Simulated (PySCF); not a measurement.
## Where the electron goes

Compound: C3H10N2Si.
Z-matrix (Å and degrees, GFN2-xTB geometry), rows numbered from 1:
```
C 
N   1  1.4435
Si  2  1.7236  1  119.78
C   2  1.4353  1  112.99  3   149.99
C   4  1.5006  2  116.00  1   -72.53
N   5  1.2521  4  121.50  2    -5.40
H   1  1.0940  2  112.06  3   -83.68
H   1  1.0873  2  109.19  3    36.69
H   1  1.0944  2  109.68  3   155.67
H   3  1.4650  2  104.18  1   -50.54
H   3  1.4666  2  118.05  1    71.17
H   3  1.4661  2  103.99  1  -167.46
H   4  1.1002  2  109.60  1    49.71
H   4  1.0956  2  108.91  1   166.65
H   5  1.1020  4  113.36  2   174.80
H   6  1.0174  5  116.04  4  -179.47
```

The calculation used PySCF 2.14.0, density-fitted response routines, TDDFT B3LYP/def2-SVPD, vertical, gas phase, core orbitals frozen in the response.

Frontier orbitals with the atoms that hold most of them (Löwdin shares over 4%, at most four atoms; ? is withheld):

```json
{"orbital": "LUMO+2", "ε (eV)": "0.75", "atoms": "Si3 38%, H11 12%, H10 10%, H12 8%"}
{"orbital": "LUMO+1", "ε (eV)": "0.27", "atoms": "C5 19%, Si3 14%, H16 9%, C4 9%"}
{"orbital": "LUMO", "ε (eV)": "-0.53", "atoms": "?"}
{"orbital": "HOMO", "ε (eV)": "?", "atoms": "?"}
{"orbital": "HOMO-1", "ε (eV)": "-7.52", "atoms": "N6 59%, C5 13%, N2 7%, H16 7%"}
{"orbital": "HOMO-2", "ε (eV)": "-8.81", "atoms": "N6 36%, C5 22%, C4 9%, Si3 7%"}
{"orbital": "HOMO-3", "ε (eV)": "-9.17", "atoms": "Si3 32%, H12 28%, N2 9%, H11 8%"}
```

Task: Give the leading atoms of the HOMO.

Result: N2 (bonded to 2 C and Si) 50%; C1 (bonded to N and 3 H) 9%; Si3 (bonded to N and 3 H) 8%; C4 (bonded to C, N and 2 H) 6%. By element: nitrogen 50% or more, carbon 16% or more, silicon 8%.

Task: Give the leading atoms of the LUMO.

Result: C5 (bonded to C, N and H) 38%; N6 (bonded to C and H) 36%; C4 (bonded to C, N and 2 H) 7%; H15 (bonded to C) 6%. By element: carbon 46% or more, nitrogen 36% or more, hydrogen 6% or more.

Task: What is the HOMO energy, and the HOMO–LUMO gap?

Result: ε(HOMO) = -6.09 eV; the gap is 5.56 eV (0.2043 hartree).

Task: How does S1 compare with the orbital gap of 5.56 eV?

Result: S1 is at 4.48 eV (f = 0.0002), 1.08 eV below the gap, made of HOMO→LUMO (98%). Without the coupling terms of the response equations the lowest excitation would equal the gap.

Next come S2 at 5.43 eV (f 0.0020), HOMO-1→LUMO (57%), HOMO→LUMO+1 (38%); S3 at 5.46 eV (f 0.0056), HOMO→LUMO+1 (56%), HOMO-1→LUMO (40%); S4 at 5.95 eV (f 0.048), HOMO→LUMO+2 (93%); S5 at 6.18 eV (f 0.013), HOMO→LUMO+3 (95%).

Löwdin shares depend on the basis, the more so with diffuse functions.

One conformer stands for the species.
